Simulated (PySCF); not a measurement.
**Radial density of Ir⁵⁵⁺ (iridium, charge +55)**

BP86, [Ar] 3d4, high-spin 5D determinant. Calculation: PySCF 2.14, in an even-tempered Gaussian basis (16 s from 14 bohr⁻², ratio 2.5; 10 p from 18 bohr⁻², ratio 2.5; 7 d from 18 bohr⁻², ratio 2.5; 4 f from 67 bohr⁻², ratio 2.7; 3 g from 100 bohr⁻², ratio 2.7); no relativity, point nucleus.

| r (bohr) | 4πr²ρ (e/bohr) | 4πr²(ρα − ρβ) |
| --- | --- | --- |
| 0.000355 | 0.4897 | 0.0000 |
| 0.000597 | 1.335 | 0.0000 |
| 0.00100 | 3.547 | -0.0001 |
| 0.00169 | 9.030 | -0.0003 |
| 0.00284 | 21.40 | -0.0008 |
| 0.00478 | 44.98 | -0.0016 |
| 0.00804 | 77.56 | -0.0025 |
| 0.0135 | 98.44 | 0.0033 |
| 0.0227 | 91.06 | 0.0999 |
| 0.0382 | 105.5 | 1.1273 |
| 0.0643 | 124.9 | 7.5888 |
| 0.108 | 73.86 | 23.5060 |
| 0.182 | 76.67 | 21.0178 |
| 0.306 | 12.58 | 2.4458 |
| 0.515 | 0.09871 | 0.0171 |

A non-relativistic calculation at this Z misses sizeable relativistic shifts. Spin-orbit coupling is strong in this species (close to jj coupling), so the high-spin LS determinant is a model state, not a physical level.

**Question.** Where is the radial spin density 4πr²(ρα − ρβ) most negative, and why is it negative at all?

**Answer.** Around r = 0.00804 bohr, down to -0.0025 e/bohr: exchange with the open shell polarises the paired shells in an unrestricted calculation.
